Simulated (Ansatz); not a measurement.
Calculated with Ansatz (gas phase, PBE0-D4/def2-TZVP geometries, no zero-point term in ΔE). CBS: MP2 limit from def2 TZ/QZ plus the TZ coupled-cluster correction, frozen cores. This one scheme is used for every species. DFT in def2-TZVPP. One conformer a species, not always the lowest.

Reaction (hydrogenolysis of the Si–C bond): `C#C[SiH2]CCl` + H₂ → `C#C[SiH3]` + `CCl`

Is it downhill or uphill in electronic energy at CCSD(T)/CBS, and by how much? (Estimate.)

Computed: Downhill: ΔE = -26.9 kJ/mol.

What do these levels give: PBE-D4, r2SCAN-D4, ωB97X-V, HF/def2-TZVPP, HF/CBS(def2), CCSD/CBS(def2)? (Best estimate.)

Ansatz gave: PBE-D4 -24.7, r2SCAN-D4 -26.2, ωB97X-V -31.0, HF/def2-TZVPP -56.7, HF/CBS(def2) -56.7, CCSD/CBS(def2) -32.2 kJ/mol.

Largest T1 diagnostic among the species: 0.013.

In def2-TZVPP, CCSD(T) changes the Hartree–Fock value by +26.8 kJ/mol (the triples alone add +5.3 kJ/mol) and MP2 by +33.6 kJ/mol. The D4 term adds +12.6 kJ/mol with B3LYP and +7.0 kJ/mol with PBE0; it sums over pairs of atoms, weighted by their polarisabilities, and B3LYP, whose exchange is more repulsive, gets the larger term. From PBE to PBE0 (25 % exact exchange), in def2-TZVPP and without D4, ΔE moves by −3.3 kJ/mol.

B3LYP here is the variant with VWN-RPA as its local correlation; programs differ in this.
